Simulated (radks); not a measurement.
The numbers below are computed, except where a source is named.
Question: Radial electron density D(r) = 4 pi r^2 rho(r) of an atom or ion with 42 electrons. Code: a radial shooting solver on a logarithmic mesh with Libxc functionals. Model: scalar-relativistic Kohn-Sham, PBE, spin-polarised, spherical densities, finite nucleus; Fermi nuclear charge, rms radius of each element as measured or else 0.836 A^(1/3) + 0.57 fm.

r (bohr),D(r) (e/bohr),spin D(r)
0.002952,5.966,-0.000250
0.003437,7.636,-0.000320
0.004001,9.708,-0.000406
0.004658,12.24,-0.000512
0.005466,15.48,-0.000646
0.006363,19.12,-0.000796
0.007408,23.33,-0.000969
0.008693,28.31,-0.00117
0.01012,33.44,-0.00139
0.01178,38.74,-0.00161
0.01372,43.88,-0.00184
0.0161,48.67,-0.00207
0.01874,52.15,-0.00229
0.02181,54.15,-0.00251
0.02539,54.43,-0.00274
0.0298,52.95,-0.00303
0.03469,50.39,-0.00330
0.04039,47.75,-0.00337
0.04702,46.30,-0.00266
0.05518,47.37,0.000384
0.06423,51.34,0.00814
0.07478,57.48,0.0251
0.08775,64.06,0.0599
0.1022,67.60,0.118
0.1189,66.35,0.206
0.1385,60.20,0.329
0.1625,51.20,0.487
0.1891,44.53,0.640
0.2202,42.96,0.757
0.2563,46.41,0.789
0.3008,51.26,0.690
0.3502,51.76,0.472
0.4077,45.60,0.200
0.4784,33.86,-0.00224
0.557,22.52,0.0442
0.6484,15.08,0.437
0.7549,12.44,1.18
0.8858,12.63,2.19
1.031,12.77,3.05
1.201,11.40,3.53
1.398,8.789,3.49
1.64,5.777,2.94
1.909,3.453,2.18
2.223,1.880,1.41
2.588,0.9497,0.814
3.037,0.4515,0.424
3.535,0.2546,0.250
4.116,0.2016,0.201
4.83,0.2124,0.212
5.623,0.2170,0.217
6.546,0.1818,0.182
7.62,0.1188,0.119
8.942,0.05878,0.0588
10.41,0.02331,0.0233
12.12,0.006807,0.00681
14.11,0.001372,0.00137
16.56,0.0001617,0.000162

What is the nuclear charge?

Answer: Z = 43. The innermost maximum, from 1s, lies near gamma/Z bohr with gamma = sqrt(1 - (Z/c)^2) = 0.949, here 0.0221 bohr (found: 0.0240), and its height grows with Z. The density is that of the technetium ion Tc+ in [Kr] 4d5 5d1; the configuration itself is not fixed sharply by these data, and Z only to a few units. D(r) has 5 maxima, at r = 0.0240, 0.106, 0.329, 0.975, 5.36 bohr, and minima at 0.0482, 0.213, 0.792, 4.22 bohr, inside which lie 2.02, 11.13, 29.17, 41.15 electrons.
